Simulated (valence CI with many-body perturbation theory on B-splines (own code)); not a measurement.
Level structure of Tb LX

Level of theory: configuration interaction combined with many-body perturbation theory (CI+MBPT): four valence electrons over a frozen Dirac-Fock core [He], a basis of 11 s, 11 p, 10 d, 8 f, 5 g, 2 h functions for each j, with the one-electron correlation potential Σ1 (screened to all orders), the two-electron term Σ2, the three-electron term Σ3, Breit, model QED; selected single and double excitations, second order for the rest, scaled by the run's own slope (own B-spline code, finite nucleus).

No measured spectrum was set against this ion. As an estimate, large intervals hold to a few tenths of a per cent, small ones and those within an open d or f shell to about a per cent. Among the levels kept, up to 930 cm⁻¹ of a level comes from second order outside the variational space, and about a tenth of that is noise between levels of different J, which matters for small intervals.

Levels 136 to 180 of 208, with energies above the lowest level, (2s^2 2p1/2^2) J=0. "Leading %" is the weight of the configuration and term that name the level; weights of strongly mixed levels are sums over their largest components and can fall short. In the jj column 3d3/2^4 stands for four electrons in 3d with j = 3/2. Lifetimes count E1, E2, E3, M1 and M2 decay at the calculated energies, and are blank where another channel may lead or the interval is too uncertain; long ones can be off by a factor of two.

| No. | Configuration | Term | J | E (eV) | Leading % | Lifetime | Leading jj |
| --- | --- | --- | --- | --- | --- | --- | --- |
| 136 | 2s 2p2 3s | 3S | 1 | 9586.4 | 68 | 8.99 fs | 2s 2p3/2^2 3s (99 %) |
| 137 | 2s 2p2 3p | 3D° | 3 | 9586.9 | 42 | 4.23 fs | 2s 2p3/2^2 3p1/2 (99 %) |
| 138 | 2s 2p2 3s | 1P | 1 | 9592.8 | 43 | 5.25 fs | 2s 2p3/2^2 3s (99 %) |
| 139 | 2s 2p2 3s | 3P | 2 | 9595.7 | 63 | 17.9 fs | 2s 2p3/2^2 3s (99 %) |
| 140 | 2s 2p2 3s | 1S | 0 | 9612.9 | 68 | 12.6 fs | 2s 2p3/2^2 3s (99 %) |
| 141 | 2s 2p2 3p | 3P° | 0 | 9677.0 | 80 | 255 fs | 2s 2p3/2^2 3p1/2 (99 %) |
| 142 | 2s 2p2 3p | 3P° | 1 | 9677.2 | 33 | 4.10 fs | 2s 2p3/2^2 3p1/2 (99 %) |
| 143 | 2s 2p2 3p | 3P° | 1 | 9677.7 | 50 | 4.32 fs | 2s 2p3/2^2 3p1/2 (99 %) |
| 144 | 2s 2p2 3p | 3D° | 2 | 9679.3 | 33 | 6.81 fs | 2s 2p3/2^2 3p1/2 (99 %) |
| 145 | 2p3 3s | 5S° | 2 | 9774.3 | 52 | 17.9 fs | 2p1/2 2p3/2^2 3s (95 %) |
| 146 | 2p3 3s | 3S° | 1 | 9779.3 | 44 | 5.47 fs | 2p1/2 2p3/2^2 3s (78 %) |
| 147 | 2p3 3s | 3D° | 3 | 9787.3 | 57 | 9.14 fs | 2p1/2 2p3/2^2 3s (57 %) |
| 148 | 2s 2p2 3p | 5D° | 4 | 9799.1 | 61 | 452 fs | 2s 2p3/2^2 3p3/2 (100 %) |
| 149 | 2p3 3s | 1D° | 2 | 9803.3 | 51 | 6.35 fs | 2p1/2 2p3/2^2 3s (89 %) |
| 150 | 2p3 3s | 3D° | 3 | 9811.0 | 40 | 12.8 fs | 2s 2p3/2^2 3p3/2 (59 %) |
| 151 | 2s 2p2 3p | 3P° | 1 | 9819.5 | 29 | 3.69 fs | 2s 2p3/2^2 3p3/2 (78 %) |
| 152 | 2p3 3p | 5P | 1 | 9841.9 | 43 | 1.54 fs | 2p1/2 2p3/2^2 3p1/2 (93 %) |
| 153 | 2s 2p2 3p | 3P° | 2 | 9845.3 | 39 | 3.45 fs | 2s 2p3/2^2 3p3/2 (85 %) |
| 154 | 2p3 3s | 3P° | 1 | 9845.8 | 60 | 8.62 fs | 2p1/2 2p3/2^2 3s (90 %) |
| 155 | 2p3 3s | 3P° | 0 | 9849.1 | 100 | 13.8 fs | 2p1/2 2p3/2^2 3s (100 %) |
| 156 | 2p3 3p | 3F | 2 | 9849.2 | 31 | 1.48 fs | 2p1/2 2p3/2^2 3p1/2 (91 %) |
| 157 | 2p3 3p | 3F | 3 | 9864.5 | 38 | 1.34 fs | 2p1/2 2p3/2^2 3p1/2 (84 %) |
| 158 | 2s 2p2 3d | 5P | 2 | 9886.2 | 22 | 1.61 fs | 2s 2p3/2^2 3d3/2 (89 %) |
| 159 | 2s 2p2 3d | 5D | 3 | 9888.4 | 24 | 1.76 fs | 2s 2p3/2^2 3d3/2 (80 %) |
| 160 | 2s 2p2 3d | 3F | 4 | 9889.3 | 37 | 1.16 fs | 2s 2p3/2^2 3d3/2 (96 %) |
| 161 | 2s 2p2 3d | 5P | 1 | 9889.7 | 39 | 1.38 fs | 2s 2p3/2^2 3d3/2 (92 %) |
| 162 | 2s 2p2 3p | 3P° | 0 | 9892.5 | 60 | 121 fs | 2s 2p3/2^2 3p3/2 (99 %) |
| 163 | 2s 2p2 3p | 3D° | 3 | 9898.1 | 63 | 4.48 fs | 2s 2p3/2^2 3p3/2 (97 %) |
| 164 | 2s 2p2 3p | 3P° | 2 | 9898.6 | 72 | 24.5 fs | 2s 2p3/2^2 3p3/2 (99 %) |
| 165 | 2p3 3p | 3P | 2 | 9903.9 | 50 | 2.86 fs | 2p1/2 2p3/2^2 3p1/2 (97 %) |
| 166 | 2s 2p2 3p | 3P° | 2 | 9909.3 | 45 | 43.9 fs | 2s 2p3/2^2 3p3/2 (99 %) |
| 167 | 2s 2p2 3p | 1P° | 1 | 9910.7 | 48 | 3.22 fs | 2s 2p3/2^2 3p3/2 (90 %) |
| 168 | 2p3 3p | 3D | 1 | 9913.3 | 70 | 1.69 fs | 2p1/2 2p3/2^2 3p1/2 (95 %) |
| 169 | 2s 2p2 3d | 5F | 5 | 9927.5 | 61 | 1.41 ps | 2s 2p3/2^2 3d5/2 (100 %) |
| 170 | 2s 2p2 3d | 3F | 4 | 9931.1 | 54 | 96.3 fs | 2s 2p3/2^2 3d5/2 (97 %) |
| 171 | 2s 2p2 3p | 1P° | 1 | 9936.9 | 36 | 8.69 fs | 2s 2p3/2^2 3p3/2 (98 %) |
| 172 | 2s 2p2 3d | 3P | 0 | 9943.7 | 78 | 2.87 fs | 2s 2p3/2^2 3d5/2 (82 %) |
| 173 | 2s 2p2 3d | 3P | 1 | 9956.7 | 34 | 1.28 fs | 2s 2p3/2^2 3d5/2 (76 %) |
| 174 | 2p3 3p | 3P | 0 | 9958.1 | 64 | 2.71 fs | 2p1/2 2p3/2^2 3p1/2 (98 %) |
| 175 | 2s 2p2 3d | 3D | 3 | 9960.4 | 36 | 1.27 fs | 2s 2p3/2^2 3d5/2 (83 %) |
| 176 | 2s 2p2 3d | 3P | 2 | 9966.4 | 35 | 1.17 fs | 2s 2p3/2^2 3d5/2 (72 %) |
| 177 | 2s 2p2 3d | 3D | 1 | 9976.7 | 40 | 1.38 fs | 2s 2p3/2^2 3d3/2 (73 %) |
| 178 | 2s 2p2 3d | 3F | 2 | 9980.9 | 36 | 958 as | 2s 2p3/2^2 3d3/2 (93 %) |
| 179 | 2s 2p2 3d | 1F | 3 | 9983.5 | 32 | 1.21 fs | 2s 2p3/2^2 3d3/2 (86 %) |
| 180 | 2s 2p2 3d | 3D | 1 | 9988.1 | 67 | 1.24 fs | 2s 2p3/2^2 3d3/2 (98 %) |

Where two levels of one J and parity lie close, their mixing, g and order are uncertain.
